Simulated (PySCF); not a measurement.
PySCF 2.14 output of an unrestricted r2SCAN calculation on a single atom or ion in ANO-RCC-VTZP, with scalar relativity by spin-free X2C-1e:

```
SCF conv_tol = 1e-09
number electrons alpha = 30  beta = 27
    J. W. Furness, A. D. Kaplan, J. Ning, J. P. Perdew, and J. Sun.,  J. Phys. Chem. Lett. 11, 8208-8215 (2020)
    J. W. Furness, A. D. Kaplan, J. Ning, J. P. Perdew, and J. Sun.,  J. Phys. Chem. Lett. 11, 9248-9248 (2020)
    J. W. Furness, A. D. Kaplan, J. Ning, J. P. Perdew, and J. Sun.,  J. Phys. Chem. Lett. 11, 8208-8215 (2020)
    J. W. Furness, A. D. Kaplan, J. Ning, J. P. Perdew, and J. Sun.,  J. Phys. Chem. Lett. 11, 9248-9248 (2020)
cycle= 1 E= -8492.14449477848  delta_E= -0.00716  |g|= 0.025  |ddm|= 0.147
cycle= 2 E= -8492.1446834505  delta_E= -0.000189  |g|= 0.0211  |ddm|= 0.0591
cycle= 3 E= -8492.14490822326  delta_E= -0.000225  |g|= 0.00255  |ddm|= 0.0256
cycle= 4 E= -8492.14490952152  delta_E= -1.3e-06  |g|= 0.000637  |ddm|= 0.00155
cycle= 5 E= -8492.14490979932  delta_E= -2.78e-07  |g|= 3.2e-05  |ddm|= 0.000971
cycle= 6 E= -8492.14490980039  delta_E= -1.08e-09  |g|= 3.87e-06  |ddm|= 7.32e-05
cycle= 7 E= -8492.14490980041  delta_E= -1.82e-11  |g|= 1.07e-07  |ddm|= 7.89e-06
converged SCF energy = -8492.14490980041  <S^2> = 3.7542268  2S+1 = 4.0021129
```

The run itself started from symmetry-adapted Hartree-Fock orbitals and held the occupation by maximum overlap, on a logarithmic radial grid, so the iterations belong to that start.

Task: Which element, charge and spin multiplicity is this?

Result: La (lanthanum, neutral), multiplicity 4; the state was [Xe] 5d2 6s1, high-spin 4F determinant (an excited configuration).

Spin-orbit coupling, absent here, splits the open shell strongly.
